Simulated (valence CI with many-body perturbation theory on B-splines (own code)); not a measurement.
Results of a calculation; reference values are marked as such.
# Hyperfine factors and g values of Yb36+

Method: valence CI with perturbative core correlation (CI+MBPT): six valence electrons over a frozen Dirac-Fock core [Ar] 3d10, a basis of 9 s, 9 p, 8 d, 6 f, 3 g, 1 h functions for each j, with the one-electron correlation potential Σ1, the two-electron term Σ2, the three-electron term Σ3, Breit, model QED; selected CI, second order for the rest, scaled by the run's own slope (own B-spline code, finite nucleus).

The last digits are not significant, and no measured levels were compared; by estimate large intervals hold to a few tenths of a per cent, small ones and those within an open d or f shell to about a per cent. Among the levels kept, up to 640 cm⁻¹ of a level comes from second order outside the variational space, and about a tenth of that is noise between levels of different J, which matters for small intervals.

A/g_I is the dipole constant over the nuclear g factor μ/I (μ in nuclear magnetons, uniformly magnetised nucleus), B/Q the quadrupole constant per barn. Both hold the static response of the core; the bare values leave it out. Large factors of s and p1/2 electrons are usually good to 5 to 10 %; those of open d and f shells near neutrality can be off by tens of per cent, and small factors of p3/2, d and f electrons come from cancelling terms and can be off by a factor of two or in sign, in half-filled shells by more. B is blank for J = 1/2, where it vanishes, and for nearly pure S terms. Energies count from the lowest level. Levels with J = 0 are left out.

Levels are named by their leading jj configuration (3d3/2^4 stands for four electrons in 3d with j = 3/2), which in mixed levels can hold well under half, so a name can repeat and another be missing. Letters in brackets count levels of one name in rising energy.

| Level | E (cm⁻¹) | g | A/g_I (MHz) | A/g_I bare | B/Q (MHz/b) | B/Q bare |
| --- | --- | --- | --- | --- | --- | --- |
| (4s^2 4p1/2^2 4p3/2^2) J=2 | 0 | 1.349 | 43600 | 41800 | 11800 | 11400 |
| (4s^2 4p1/2 4p3/2^3) J=1 | 545650 | 1.498 | -33600 | -32900 | -43500 | -42000 |
| (4s^2 4p1/2 4p3/2^3) J=2 | 579290 | 1.144 | 123000 | 118000 | -99100 | -95600 |
| (4s^2 4p1/2^2 4p3/2 4d3/2) J=2 | 1119700 | 1.077 | 40300 | 39100 | -1480 | -1410 |
| (4s^2 4p1/2^2 4p3/2 4d3/2) J=1 | 1134500 | 1.160 | 13500 | 13300 | -32900 | -31900 |
| (4s^2 4p1/2^2 4p3/2 4d3/2) J=3 | 1148300 | 1.137 | 30800 | 30000 | 78000 | 75500 |
| (4s^2 4p1/2^2 4p3/2 4d5/2) J=2 [a] | 1210900 | 1.356 | 154000 | 149000 | -71200 | -68600 |
| (4s^2 4p1/2^2 4p3/2 4d5/2) J=4 | 1252600 | 1.274 | 20600 | 20100 | 84900 | 82200 |
| (4s^2 4p1/2^2 4p3/2 4d5/2) J=1 [a] | 1343900 | 1.245 | -95600 | -91800 | -11100 | -10700 |
| (4s^2 4p1/2^2 4p3/2 4d5/2) J=3 | 1348900 | 1.166 | 19600 | 19200 | 15000 | 14800 |
| (4s^2 4p1/2^2 4p3/2 4d5/2) J=2 [b] | 1349200 | 1.366 | 143000 | 138000 | -68600 | -66200 |
| (4s^2 4p1/2^2 4p3/2 4d5/2) J=1 [b] | 1419200 | 0.975 | -89800 | -86400 | -2710 | -2530 |
| (4s^2 4p1/2 4p3/2^2 4d3/2) J=1 [a] | 1634200 | 0.985 | 82300 | 79700 | -14800 | -14300 |
| (4s^2 4p1/2 4p3/2^2 4d3/2) J=2 [a] | 1636900 | 1.031 | 69200 | 67100 | -50100 | -48400 |
| (4s^2 4p1/2 4p3/2^2 4d3/2) J=3 [a] | 1663200 | 1.102 | 69500 | 67400 | -10800 | -10400 |
| (4s^2 4p1/2 4p3/2^2 4d3/2) J=4 | 1696600 | 1.064 | 74200 | 71900 | 12800 | 12700 |
| (4s^2 4p1/2 4p3/2^2 4d3/2) J=2 [b] | 1735300 | 0.844 | 94900 | 92300 | 46800 | 45400 |
| (4s^2 4p1/2 4p3/2^2 4d5/2) J=3 [a] | 1752800 | 1.343 | -16200 | -15400 | 18400 | 17900 |
| (4s^2 4p1/2 4p3/2^2 4d5/2) J=4 [a] | 1759800 | 1.291 | -5120 | -4760 | 42000 | 40800 |
| (4s^2 4p1/2 4p3/2^2 4d5/2) J=1 [a] | 1767000 | 0.991 | 302000 | 292000 | -4130 | -3970 |
| (4s^2 4p1/2 4p3/2^2 4d5/2) J=4 [b] | 1800900 | 1.177 | 62000 | 60100 | -2550 | -2320 |
| (4s^2 4p1/2 4p3/2^2 4d3/2) J=2 [c] | 1807000 | 1.291 | 54600 | 52800 | 6760 | 6380 |
| (4s^2 4p1/2 4p3/2^2 4d3/2) J=1 [b] | 1807300 | 1.526 | 93600 | 90000 | 9260 | 8950 |
| (4s^2 4p1/2 4p3/2^2 4d3/2) J=3 [b] | 1811500 | 1.171 | 11700 | 11400 | 7180 | 7100 |
| (4s^2 4p1/2 4p3/2^2 4d5/2) J=5 | 1813600 | 1.196 | 57500 | 55800 | 18100 | 17800 |
| (4s^2 4p1/2 4p3/2^2 4d3/2) J=1 [c] | 1867600 | 1.002 | -59600 | -56900 | -6880 | -6530 |
| (4s^2 4p1/2 4p3/2^2 4d5/2) J=2 [a] | 1870900 | 1.269 | -42800 | -40900 | 76000 | 73500 |
| (4s^2 4p1/2 4p3/2^2 4d5/2) J=3 [b] | 1895800 | 1.128 | 67800 | 65900 | 85500 | 82700 |
| (4s^2 4p1/2 4p3/2^2 4d5/2) J=2 [b] | 1921200 | 1.068 | 66300 | 64500 | 11800 | 11500 |
| (4s^2 4p1/2 4p3/2^2 4d5/2) J=1 [b] | 1933600 | 1.081 | 2880 | 3270 | 10100 | 9750 |
| (4s^2 4p1/2 4p3/2^2 4d5/2) J=3 [c] | 1953500 | 1.060 | 72900 | 70700 | -59800 | -57600 |
| (4s^2 4p1/2 4p3/2^2 4d5/2) J=2 [c] | 1980700 | 1.213 | 1870 | 1960 | -68100 | -65700 |
| (4s 4p1/2 4p3/2^4) J=1 | 2003000 | 1.348 | 424000 | 410000 | -19900 | -19200 |

Task: Take the isotope of mass number 171, with I = 1/2, μ = 0.4923 μN. What is the hyperfine structure of (4s^2 4p1/2^2 4p3/2^2) J=2?

Result: From the table A = 42900 MHz. Shifts from the centre of gravity in MHz: F = 3/2: -64400, F = 5/2: 42900.
